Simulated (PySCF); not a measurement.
A structure optimised at PBE-D3(BJ)/def2-TZVPD, used in a PySCF frequency run:

```xyz
4

B      0.0000     0.0000     0.6977
N      0.0000     0.0000    -0.5454
H      0.0000     0.0000     1.8744
H      0.0000     0.0000    -1.5453
```

Question: Write its SMILES, formula and point group.

Answer: B=N, BH2N, C∞v

Question: What are its rotational constants (standard atomic weights)?

Answer: 32.868 GHz (linear rotor, B only)
